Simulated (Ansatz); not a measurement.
A run on CH$_{3}$BrFGe, SMILES `[CH3][Ge]([F])[Br]` radical with other settings.

```yaml
crystal:
  periodic: [false, false, false]
  atoms:
    - {symbol: C, position_ang: [-0.079591, 0.910387, -0.064255]}
    - {symbol: Ge, position_ang: [-0.325424, -0.931599, 0.568623]}
    - {symbol: F, position_ang: [1.220977, -1.398798, 1.230271]}
    - {symbol: Br, position_ang: [-0.676718, -2.342890, -1.237154]}
    - {symbol: H, position_ang: [-0.973559, 1.234186, -0.595002]}
    - {symbol: H, position_ang: [0.115267, 1.560036, 0.788297]}
    - {symbol: H, position_ang: [0.780148, 0.900678, -0.736580]}
basis:
  gaussian: {orbitals: aug-cc-pVDZ}
magnetization: {spin_polarized: true, initial_magnetization: 1}
hamiltonian: {xc: {name: r2SCANh}, dispersion: d3bjatm}
accuracy: high
output: {forces: true}
```

```sh
$ ansatz run in.yaml --threads 2 --pin off --events-out ev --progress --plain --max-ram 31744MiB --backend cpu
```

Shortened log:

```
Functional definition: r2SCANh
2877 factors; integrals over basis functions are off by at most 4.6e-9 eV
mean field evaluation 1: about -130356.1913 eV, gradient 4.4e1 eV
mean field evaluation 2: about -130342.7890 eV, gradient 6.8e1 eV
mean field evaluation 4: about -130364.9060 eV, gradient 5.8e0 eV
mean field evaluation 8: about -130365.0830 eV, gradient 1.3e-1 eV
mean field evaluation 16: about -130365.0831 eV, gradient 2.2e-4 eV
mean field -130365.08309774 eV, -4790.8284392147 hartree, gradient 2.9e-8 eV, S^2 0.753987; 0 other end points of the search recorded, 0 dependent functions left out
reference -130365.08310837 eV, -4790.8284396055 hartree; 43, 42 occupied and 102, 103 virtual orbitals, 2877 factors
Total energy: -130365.12743084 eV, -4790.8300684264 hartree
Atom 0 at    -0.079591     0.910387    -0.064255 Å, force    -0.035575    -0.138331     0.061861 eV/Å
Atom 1 at    -0.325424    -0.931599     0.568623 Å, force    -0.370724     0.199733    -0.029221 eV/Å
Atom 2 at     1.220977    -1.398798     1.230271 Å, force     0.383826    -0.109529     0.148809 eV/Å
Atom 3 at    -0.676718    -2.342890    -1.237154 Å, force    -0.015849    -0.099672    -0.123999 eV/Å
Atom 4 at    -0.973559     1.234186    -0.595002 Å, force    -0.143001     0.056161    -0.090102 eV/Å
Atom 5 at     0.115267     1.560036     0.788297 Å, force     0.036092     0.109350     0.140655 eV/Å
Atom 6 at     0.780148     0.900678    -0.736580 Å, force     0.145231    -0.017712    -0.108004 eV/Å
Dipole moment:    -0.255349     0.553305     0.028039 e Å
```

It took 34 s on 2 threads of an AMD EPYC 7R13 on a shared host, with 1.4 GiB of host memory at the peak.
